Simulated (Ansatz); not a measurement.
```yaml
crystal:
  periodic: [false, false, false]
  atoms:
    - {symbol: C, position_ang: [2.333819, -1.021584, -0.399252]}
    - {symbol: C, position_ang: [2.274705, -0.533854, -1.837621]}
    - {symbol: In, position_ang: [0.462282, 0.527785, -2.306342]}
    - {symbol: Cl, position_ang: [-0.161589, 1.508852, -4.331155]}
    - {symbol: S, position_ang: [-1.642238, -0.824298, -1.633794]}
    - {symbol: In, position_ang: [-2.171799, 1.058694, 0.063891]}
    - {symbol: Cl, position_ang: [-3.876762, 2.257845, -0.988156]}
    - {symbol: C, position_ang: [-2.092960, 0.348956, 2.094097]}
    - {symbol: C, position_ang: [-0.815614, -0.407637, 2.420046]}
    - {symbol: S, position_ang: [-0.039850, 2.385072, -0.572456]}
    - {symbol: H, position_ang: [1.516656, -1.708833, -0.162794]}
    - {symbol: H, position_ang: [3.266776, -1.557800, -0.199342]}
    - {symbol: H, position_ang: [2.282550, -0.197444, 0.317758]}
    - {symbol: H, position_ang: [3.100962, 0.143783, -2.063231]}
    - {symbol: H, position_ang: [2.340431, -1.364728, -2.543445]}
    - {symbol: H, position_ang: [-0.984569, -1.578449, -0.734417]}
    - {symbol: H, position_ang: [-2.975731, -0.277233, 2.240420]}
    - {symbol: H, position_ang: [-2.212194, 1.224990, 2.735339]}
    - {symbol: H, position_ang: [0.075875, 0.211742, 2.287466]}
    - {symbol: H, position_ang: [-0.690630, -1.294823, 1.792960]}
    - {symbol: H, position_ang: [-0.811216, -0.751068, 3.459245]}
    - {symbol: H, position_ang: [0.711900, 1.819832, 0.389583]}
basis:
  gaussian: {orbitals: x2c-TZVPPall}
magnetization: {spin_polarized: true, initial_magnetization: 4}
hamiltonian: {xc: {name: B2GP-PLYP}}
scf: {lower_state_search: light}
```

```sh
$ ansatz run in.yaml --threads 11 --pin off --events-out ev --progress --plain --max-ram 174080MiB --backend cuda --devices 0, --max-vram 75GiB
```

Shortened log:

```
Functional definition: B2GP-PLYP
3836 factors; integrals over basis functions are off by at most 1.1e-3 eV
mean field evaluation 1: about -371153.5131 eV, gradient 4.7e1 eV
mean field evaluation 2: about -371153.7927 eV, gradient 4.7e1 eV
mean field evaluation 4: about -371164.5038 eV, gradient 1.4e1 eV
mean field evaluation 8: about -371165.7024 eV, gradient 1.4e0 eV
mean field evaluation 16: about -371165.7610 eV, gradient 2.1e-1 eV
mean field evaluation 32: about -371166.6327 eV, gradient 1.1e0 eV
mean field evaluation 64: about -371166.4749 eV, gradient 1.4e0 eV
mean field -371166.72542165 eV, -13640.1255734033 hartree, gradient 3.2e-6 eV, S^2 6.026577; 8 other end points of the search recorded, 0 dependent functions left out
60 core orbitals not correlated: weight in the atoms' cores, before any rotation towards them, 1.000 or more for the frozen orbitals, at most 0.000 for the correlated occupied ones
reference -371166.72562790 eV, -13640.1255809825 hartree; 42, 38 occupied and 478, 482 virtual orbitals, 3836 factors
second order -65.59220849 eV of doubles, -0.00000000 eV of singles
Total energy: -371190.33882295 eV, -13640.9933498953 hartree
Relativity: scalar
```

(1) What is wrong with this run?

## Answers

(1) The spin is set far too high for this molecule. The calculation finished and met its thresholds. The result belongs to that input, not to the molecule as meant.
